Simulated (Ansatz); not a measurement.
Relaxation of BFH₃OSe (7 atoms, charge 1, multiplicity 1), to a largest force component of 0.015 eV/Å in at most 40 steps.

Level of theory: RKS PBE-D4/def2-SVP in Ansatz 0.2.0.

```xyz
7
Properties=species:S:1:pos:R:3:forces:R:3
O -1.026 1.049 -0.156 0.93 -1.17 0.22
Se -0.676 -0.914 0.552 -1.34 0.90 -0.01
B 1.182 -0.911 0.058 0.21 0.15 -0.12
F 1.846 -1.985 0.318 0.50 -1.14 0.33
H -1.689 1.079 -0.872 -0.41 -0.10 -0.40
H -1.306 1.662 0.549 -0.17 0.27 0.50
H 1.669 0.019 -0.449 0.29 1.08 -0.52
```

Question: Where does it end, and by what steps?

Answer: It converged. Limits of this set-up: the dipole of an ion depends on the origin. After 6 steps the energy has fallen by 0.172 eV; H7 moved furthest, 0.10 Å.

| step | energy less start (eV) | largest force component (eV/Å) | accepted |
| --- | --- | --- | --- |
| 0 | 0.0000 | 1.344 | yes |
| 1 | -0.1413 | 0.598 | yes |
| 2 | -0.1679 | 0.170 | yes |
| 3 | -0.1597 | 0.387 | no |
| 4 | -0.1712 | 0.095 | yes |
| 5 | -0.1716 | 0.015 | yes |
| 6 | -0.1716 | 0.002 | yes |

```xyz
7
Properties=species:S:1:pos:R:3
O -0.977 0.984 -0.142
Se -0.761 -0.870 0.557
B 1.171 -0.890 0.052
F 1.828 -1.985 0.324
H -1.633 1.033 -0.880
H -1.249 1.623 0.563
H 1.621 0.104 -0.473
```

Whether the end is a true minimum wasn't checked by a vibrational analysis.

Time of the run: 16 s on 1 CPU thread of a shared host.
